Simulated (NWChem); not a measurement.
Species: SiCl cation, singlet

```xyz
2

Si     0.0000     0.0000    -1.0800
Cl     0.0000     0.0000     0.8942
```
Atoms are numbered in this order, from 1.

Program: NWChem. Low-valent species are run as closed-shell singlets; no triplet was tried in these runs. The geometry was optimised at PBE0/def2-SVP. GIAO values for the isolated, static molecule; σ is the absolute isotropic shielding, δ = σ(reference) − σ with the isolated reference molecule computed at the same levels (29Si: tetramethylsilane).

```tsv
level	δ Si1 (ppm)	σ Cl2 (ppm)
PBE0/pcSseg-1	195.9	148.6
BHandHLYP/pcSseg-1	(withheld)	(withheld)
KT2/pcSseg-1	167.0	156.2
LDA (Slater exchange, VWN5)/pcSseg-1	192.5	60.6
```

### Question
Fill in the missing entries.

### Answer

- BHandHLYP/pcSseg-1, δ Si1 (ppm): 205.9
- BHandHLYP/pcSseg-1, σ Cl2 (ppm): 171.2
